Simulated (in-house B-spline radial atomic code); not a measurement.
How numerical settings move a run on S VIII (S7+), [He] 2s2 2p5. Computed with a B-spline radial code for spherical atoms: Dirac-Kohn-Sham PBE, spherical fractional occupations, Fermi nucleus of rms radius 3.2611 fm.

Command:
```bash
python run_scf.py task.json out
```
Settings of the sound reference run:
```
Z                16
electrons        9
configuration    [He] 2s2 2p5
hamiltonian      dirac
method           pbe,pbe
spin_polarised   False
nucleus          fermi
rms_radius       3.2611
mass_number      32
atomic_mass      31.97207
speed_of_light   137.036
knot_spacing     0.22
spline_order     8
gauss_points     12
box_radius       7.79
max_iterations   70
damping          0.5
damped_steps     3
diis_vectors     10
tolerance        1e-08
start            Thomas-Fermi
```

Time taken, with all properties: 0.92 s on 1 thread of Intel(R) Xeon(R) 6975P-C, on a shared host.

It converges in 8 iterations to -378.510656 hartree, with 2p3/2 at -306.988 eV. The other runs change the listed settings, some to values that make no sense; their results aren't properties of the atom or ion. Radii are in bohr (the nuclear one in fm), a minus after a letter asks for a j subshell, and «unchanged» means within 1e-8 hartree. The run stops when the residual is below 10 × tolerance × max(1, Z/10), or a noise floor if that is larger, and the energy moves by less than 1e-8 × √|E| hartree; so very loose and very tight tolerances often act alike.

```tsv
changed settings	outcome
method = hf, spin_polarised = True	stopped with error: spin polarisation is not served with the Dirac Hamiltonian
knot_spacing = 0.1, first_knot = 0.000625, max_iterations = 50, diis_vectors = 1, start = bare nucleus	converged in 14 iterations, energy +3.77e-05 hartree from the reference, 2p3/2 level -1.9e-05 eV
damping = 0.8	converged in 9 iterations, energy unchanged, 2p3/2 level +7.1e-07 eV
damping = 0	converged in 9 iterations, energy unchanged
gauss_points = 3	converged in 7 iterations, energy +1.08e-05 hartree from the reference, 2p3/2 level +8.0e-05 eV
gauss_points = 4	converged in 8 iterations, energy -2.67e-08 hartree from the reference
electrons = 11, configuration = [He] 2s2 2p7, max_iterations = 60	stopped with error: shell 2p holds at most 6 electrons
gauss_points = 16	converged in 8 iterations, energy unchanged
spline_order = 5, max_iterations = 2, damping = 0	not converged after 2 iterations, last residual 2.6e-01, last energy +5.70e-01 hartree from the reference
max_iterations = 3	not converged after 3 iterations, last residual 9.3e-02, last energy +7.69e-02 hartree from the reference
max_iterations = 5	not converged after 5 iterations, last residual 9.8e-03, last energy +9.33e-04 hartree from the reference
max_iterations = 2	not converged after 2 iterations, last residual 2.5e-01, last energy +5.70e-01 hartree from the reference
```

Question: What happens with spline_order = 6, max_iterations = 60, damped_steps = 30?

Answer: Converged in 18 iterations, energy +1.10e-07 hartree from the reference, 2p3/2 level +2.4e-06 eV.

Question: What happens with damping = 0.95?

Answer: Converged in 10 iterations, energy unchanged.

Question: What happens with knot_spacing = 0.4, max_iterations = 50, start = bare nucleus?

Answer: Converged in 8 iterations, energy +2.19e-05 hartree from the reference, 2p3/2 level -1.8e-04 eV.

Question: What happens with damping = 0.2?

Answer: Converged in 7 iterations, energy unchanged, 2p3/2 level +3.9e-06 eV.
